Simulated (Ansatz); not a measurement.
Ansatz results at the PBE0-D4/def2-TZVP geometry: HOMO energy (B3LYP/def2-TZVPP) -7.21 eV; LUMO energy (PBE0/def2-TZVPP) -1.52 eV; HOMO energy (ωB97M-V/def2-TZVPP) -9.75 eV.

(1) Which molecule gave them?
A. `CC1=C(C)B1`
B. `C=C([SiH3])[SiH2]C`
C. `[SiH3][Ga]1[O]C[O]1`
D. `[F][SbH][AlH2]`

Answers

(1) C. The others give `CC1=C(C)B1`: -7.25, 0.52, -9.72; `[F][SbH][AlH2]`: -6.71, -2.08, -8.83; `C=C([SiH3])[SiH2]C`: -7.76, -0.81, -10.19.

B3LYP here is the variant with VWN-RPA as its local correlation; programs differ in this.
